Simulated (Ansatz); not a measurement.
System: CH$_{6}$BO$_{3}$ (charge +1, singlet). It need not be the lowest isomer of its formula. 
Geometry from a B3LYP-D3(BJ)/def2-TZVP (Ansatz, a quantum-chemistry and plane-wave program) optimisation:
```xyz
11

C     -2.0193    -0.2165    -0.3495
O     -0.6152    -0.5840    -0.3873
B      0.3735     0.1220     0.1101
O      0.5815     1.2659     0.7523
O      1.6847    -0.5708    -0.1131
H     -2.3821    -0.2885     0.6738
H     -2.1493     0.7908    -0.7422
H     -2.5403    -0.9287    -0.9802
H     -0.1596     1.8366     0.9851
H      1.7411    -1.4197    -0.5829
H      2.5307    -0.1900     0.1773
```
Charge +1, spin multiplicity 1.

Basis-set convergence of Hartree-Fock and MP2 correlation energies (hartree) with Ansatz. Valence correlation only, unless marked. No spin-orbit coupling. Non-relativistic.

| basis | functions | E(HF) | E(corr, MP2) |
|---|---|---|---|
| cc-pVDZ | 100 | -290.53985 | -0.77605 |
| cc-pVTZ | 234 | -290.63931 | -0.97903 |
| cc-pVQZ | 455 | -290.66117 | -1.05241 |

Extrapolating the two largest sets (X = 3 and 4) as X^-3: E(corr) = (64·(-1.05241) - 27·(-0.97903))/37 = -1.1060 Eh, an estimate of the basis-set limit. The largest set recovers 95.2 % of it, the smallest 70.2 %.
